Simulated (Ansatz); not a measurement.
System: tetramethylsilane, C4H12Si (charge 0, singlet). 
Coordinates optimised at B3LYP-D3(BJ)/def2-TZVP (Ansatz, a quantum-chemistry and plane-wave program):
```xyz
17

C     -0.4188    -1.2301    -1.3586
Si     0.0000     0.0000     0.0000
C      0.0894     1.7311    -0.7277
C     -1.3311    -0.0542     1.3265
C      1.6605    -0.4469     0.7598
H     -1.3809    -0.9963    -1.8207
H     -0.4780    -2.2479    -0.9658
H      0.3383    -1.2219    -2.1464
H      0.3317     2.4704     0.0395
H     -0.8633     2.0203    -1.1780
H      0.8560     1.7947    -1.5037
H     -2.3102     0.2016     0.9147
H     -1.4073    -1.0501     1.7696
H     -1.1153     0.6517     2.1321
H      1.6402    -1.4501     1.1922
H      2.4565    -0.4241     0.0117
H      1.9323     0.2517     1.5548
```
Charge 0, spin multiplicity 1.

Computed values are from Ansatz. Valence correlation only, unless marked. UHF or UKS for open shells. No spin-orbit coupling. No relativistic terms. CBS(X,Y): correlation extrapolated as X^-3; Hartree-Fock from the larger set.

Q: What is the atomisation energy De at CCSD(T)/CBS(cc-pV(T+d)Z,cc-pV(Q+d)Z)?

A: 1542.3 kcal/mol.

Q: What is the dipole moment at CCSD(T)/aug-cc-pV(D+d)Z?

A: 0.00 D.

Q: What is the T1 diagnostic at CCSD/cc-pV(Q+d)Z?

A: 0.009.

Q: What is the total energy at CCSD(T)/CBS(cc-pV(T+d)Z,cc-pV(Q+d)Z)?

A: -448.5547 Eh.
